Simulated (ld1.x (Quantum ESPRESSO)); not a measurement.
## Building the PAW potential for samarium (Sm) (LDA (PZ), scalar-relativistic).

```
Element                 : samarium
Generator               : ld1.x (Quantum ESPRESSO) 7.5
Type                    : PAW
Functional              : LDA (PZ)
Relativity              : scalar-relativistic
Frozen core             : [Kr] 4d10 5s2
Valence charge          : 14
Reference configuration : 4f6 5p6 5d0 6s0 6p0 (charge +2)
Partial waves           : 6s (bound, empty): rcut 3.10, rcutus 3.30 bohr; 6s channel at -0.7 Ry: rcut 3.10, rcutus 3.30 bohr; 5p (bound): rcut 3.05, rcutus 3.25 bohr; 6p (bound, empty): rcut 3.05, rcutus 3.25 bohr; 5d (bound, empty): rcut 2.80, rcutus 3.50 bohr; 5d channel at 2.25 Ry: rcut 2.80, rcutus 3.50 bohr; 4f (bound): rcut 0.70, rcutus 0.80 bohr; 4f channel at -0.15 Ry: rcut 0.70, rcutus 0.80 bohr
Local potential         : all-electron potential smoothed inside 2.25 bohr (lloc = -2)
Core correction         : a·sin(br)/r model core, default radius (ld1.x builds one for every PAW set, though the input has nlcc=.false.)
Augmentation charge     : BESSEL, radius 0.50 bohr
```

(1) Estimate the cutoffs (Ry, on a coarse ladder) from which the occupation-weighted sum of valence levels, in a spherical-Bessel basis at the reference potential, stays within 10 and 1 mRy of its value at 400 Ry.

(2) What does a ghost test show?

(3) Is the overlap operator S = 1 + Σ q|β⟩⟨β| positive definite (Bessel basis up to 400 Ry)?

(4) Which valence shell sets the plane-wave cutoff?

## Answers

(1) 300 Ry and over 300 Ry.

(2) No extra level below or beside the all-electron valence levels (s, p, d, f tested).

(3) Yes: its lowest eigenvalue is 0.45 (s channel).

(4) 4f: its level needs over 300 Ry to come within 1 mRy, against 8 Ry for 5p.

Test run stopped at test 1 of 9 (negative rho).
